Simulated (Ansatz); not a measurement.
Consider the homolysis of the C–In bond: `F[CH2][InH][F]` → `[CH2]F`• + `[F][InH]`•.

Gas-phase electronic energies from Ansatz, PBE0-D4/def2-TZVP geometries. CCSD(T)/CBS adds triple-zeta CCSD(T) − MP2 to the extrapolated MP2 energy (def2 sets, frozen cores). This one scheme is used for every species. DFT in def2-TZVPP. HSE06 is defined as in plane-wave codes. No spin–orbit coupling; open shells (•) take unrestricted orbitals. Elements past krypton have def2 core potentials. For In outer-core shells are correlated without core-valence functions, which leaves a few kJ/mol of doubt a bond. Each species was taken in one conformer, which may not be the lowest.

```json
{"level": "HSE06-D4", "ΔE (kcal/mol)": "55.9"}
{"level": "BLYP", "ΔE (kcal/mol)": "49.7"}
{"level": "PBE0", "ΔE (kcal/mol)": "54.9"}
{"level": "HF/CBS(def2)", "ΔE (kcal/mol)": "33.0"}
```

**Question.** What does CCSD(T)/CBS give? (Best estimate.)

**Answer.** The calculation gave: +61.2 kcal/mol. The listed levels differ from it by -5.3, -11.5, -6.3, -28.2 kcal/mol.

Largest T1 diagnostic among the species: 0.021.

From BLYP to BHLYP (50 % exact exchange), in def2-TZVPP and without D4, ΔE moves by +1.7 kcal/mol. The D4 term adds +1.9 kcal/mol with B3LYP and +1.0 kcal/mol with PBE0; it sums over pairs of atoms, weighted by their polarisabilities, and B3LYP, whose exchange is more repulsive, gets the larger term.

B3LYP here is the variant with VWN-RPA as its local correlation; programs differ in this.
